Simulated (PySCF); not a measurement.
Compound: La(SMe)3, C3H9LaS3.
Bonds: La1–S2, La1–S7, La1–S12, S2–C3, S7–C8, S12–C13. Hydrogens: H4, H5, H6 on C3; H9, H10, H11 on C8; H14, H15, H16 on C13.

Computed by this run: PySCF 2.14.0, PBE0-D3(BJ)/def2-SVP geometry optimisation, gas phase, def2 core potentials past Kr; density fitting, grid level 1; the optimiser is geomeTRIC in internal coordinates, started from a GFN2-xTB structure with every atom displaced at random (about 0.03 Å).

Step 0: E = -36598.5129 eV
```
atom  x, y, z in Å  |  force x, y, z in eV/Å
La1     0.4939    1.1574    1.6975   -0.353  -0.084  -1.526
S2      2.5270   -0.3511    0.7459   -0.376   0.282   0.100
C3      1.8224   -0.3289   -0.9791    9.713   2.544  -0.281
H4      0.9431   -0.6557   -0.9640   -8.354  -2.790  -0.030
H5      2.4872   -1.0315   -1.5599   -0.612   0.567   0.363
H6      1.9568    0.6982   -1.3729   -0.433  -0.499  -0.063
S7      0.0881    2.7637   -0.6320    0.480  -0.349   1.188
C8     -1.5617    2.2157   -1.1257   -1.185  -0.260   3.277
H9     -1.6777    1.1315   -0.9597    0.048  -0.002  -0.433
H10    -1.7561    2.4838   -2.1181   -0.317   0.420  -1.980
H11    -2.3820    2.6794   -0.4614    1.031  -0.327  -0.944
S12    -1.3296   -0.8084    0.9906   -0.602   2.102  -0.441
C13    -0.5736   -2.2593    1.5839    1.759  -1.222   1.592
H14     0.5322   -2.2010    1.4455   -0.330  -0.153  -0.143
H15    -0.9110   -3.1752    1.0768   -0.247   0.062   0.094
H16    -0.6933   -2.3525    2.6992   -0.223  -0.292  -0.773
```

Step 1: E = -36599.5322 eV
```
atom  x, y, z in Å  |  force x, y, z in eV/Å
La1     0.4515    1.2139    1.6180    0.329  -0.102   0.874
S2      2.5063   -0.2430    0.7608    0.134  -0.094  -0.344
C3      1.9037   -0.3471   -0.9977    0.917  -0.141   0.486
H4      0.8878   -0.7363   -1.0210   -0.362  -0.004  -0.122
H5      2.5813   -1.0427   -1.5105   -0.055  -0.093  -0.024
H6      1.9938    0.6329   -1.4726   -0.231   0.130  -0.094
S7      0.0696    2.7013   -0.4736   -0.185   0.571  -0.640
C8     -1.5800    2.1541   -1.0346   -0.379   0.017   0.020
H9     -1.7005    1.0611   -0.9805    0.130   0.027  -0.117
H10    -1.7195    2.4817   -2.0736    0.044  -0.022  -0.027
H11    -2.3910    2.5991   -0.4360    0.106   0.115  -0.006
S12    -1.3040   -0.6616    0.9903   -0.500  -0.139  -0.075
C13    -0.5570   -2.1971    1.5798    0.447  -0.605   0.236
H14     0.5335   -2.2359    1.4005   -0.119   0.182  -0.096
H15    -1.0017   -3.0562    1.0576   -0.129   0.062  -0.041
H16    -0.7082   -2.3580    2.6593   -0.146   0.098  -0.030
```

Step 2: E = -36599.6379 eV
```
atom  x, y, z in Å  |  force x, y, z in eV/Å
La1     0.4817    1.1856    1.6340   -0.146  -0.034  -0.654
S2      2.5946   -0.2297    0.7523   -0.119   0.072  -0.056
C3      1.9990   -0.3885   -0.9916   -0.090  -0.205   0.342
H4      0.9718   -0.8131   -1.0171    0.373   0.203  -0.054
H5      2.6925   -1.0700   -1.4967    0.000  -0.115  -0.070
H6      2.0325    0.5855   -1.4903   -0.138   0.085  -0.072
S7     -0.0091    2.7878   -0.5344    0.000  -0.275   0.429
C8     -1.6837    2.3070   -1.1014    0.065   0.062  -0.289
H9     -1.8238    1.2164   -1.1075    0.052  -0.019   0.013
H10    -1.8101    2.6809   -2.1335    0.039  -0.080   0.177
H11    -2.4651    2.7630   -0.4852   -0.091   0.093   0.127
S12    -1.3124   -0.7711    1.0733    0.029   0.235   0.141
C13    -0.5403   -2.3159    1.6549    0.112  -0.229  -0.045
H14     0.5374   -2.3432    1.4284   -0.016   0.074  -0.026
H15    -1.0218   -3.1643    1.1469   -0.024   0.050  -0.036
H16    -0.6776   -2.4643    2.7344   -0.046   0.081   0.071
```

Step 3: E = -36599.6763 eV
```
atom  x, y, z in Å  |  force x, y, z in eV/Å
La1     0.4631    1.1888    1.5953   -0.040  -0.106  -0.276
S2      2.6020   -0.2144    0.7615   -0.036   0.031   0.012
C3      2.0490   -0.4200   -0.9841   -0.019  -0.081   0.147
H4      1.0327   -0.8549   -1.0271    0.203   0.093  -0.023
H5      2.7586   -1.1058   -1.4673   -0.043  -0.009  -0.028
H6      2.0621    0.5459   -1.5065   -0.051  -0.017  -0.033
S7     -0.0289    2.7632   -0.5350   -0.001  -0.047   0.129
C8     -1.7175    2.3152   -1.0812   -0.023   0.065  -0.080
H9     -1.8700    1.2262   -1.0787    0.003  -0.001   0.025
H10    -1.8458    2.6818   -2.1111    0.008  -0.018   0.058
H11    -2.4815    2.7949   -0.4519    0.014  -0.008   0.000
S12    -1.3330   -0.7573    1.0703   -0.061   0.156   0.089
C13    -0.5451   -2.3017    1.6377    0.031  -0.109  -0.018
H14     0.5270   -2.3118    1.3885    0.001   0.004   0.015
H15    -1.0367   -3.1466    1.1340    0.009   0.024  -0.005
H16    -0.6704   -2.4376    2.7220    0.004   0.025  -0.010
```

**Question.** Estimate the geometry and energy of step 4. (The exact step hangs on the optimiser's Hessian estimate; all steps are aligned on step 3, rigid shifts and turns removed.)

**Answer.** E = -36599.6975 eV, largest force 0.154 eV/Å
```
atom  x, y, z in Å  |  force x, y, z in eV/Å
La1     0.4398    1.1866    1.5373    0.056  -0.070   0.004
S2      2.6207   -0.1980    0.7907    0.052  -0.001   0.078
C3      2.1364   -0.4808   -0.9566   -0.039   0.026  -0.024
H4      1.1372   -0.9378   -1.0251    0.026  -0.020   0.016
H5      2.8687   -1.1691   -1.4011   -0.001   0.024  -0.010
H6      2.1268    0.4610   -1.5242    0.045  -0.025   0.007
S7     -0.0694    2.7360   -0.5731   -0.019   0.100  -0.101
C8     -1.7930    2.3615   -1.0635    0.022   0.015   0.042
H9     -1.9918    1.2806   -1.0284   -0.022   0.004   0.011
H10    -1.9340    2.7096   -2.0948   -0.004   0.016  -0.041
H11    -2.5094    2.8925   -0.4199   -0.002  -0.015  -0.018
S12    -1.3667   -0.7433    1.0861   -0.128  -0.042   0.075
C13    -0.5418   -2.2917    1.6088   -0.041   0.056  -0.052
H14     0.5194   -2.2825    1.3196    0.017  -0.034   0.030
H15    -1.0483   -3.1318    1.1144    0.016  -0.013  -0.005
H16    -0.6290   -2.4265    2.6963    0.022  -0.020  -0.013
```

The energy changes by -0.0212 eV. The first-order estimate −F·Δx gives -0.0352 eV and the mean of the old and new forces, exact on a quadratic surface, -0.0231 eV. The step makes an angle of 79° with the force vector and moves no atom by more than 0.143 Å.

What follows is the cost of the whole optimisation. On one thread, Arm Neoverse V2 (aarch64), no GPU, shared host with 32 logical CPUs at a one-minute load of 14, this took 7.5 min and 0.72 GiB of memory at its peak.
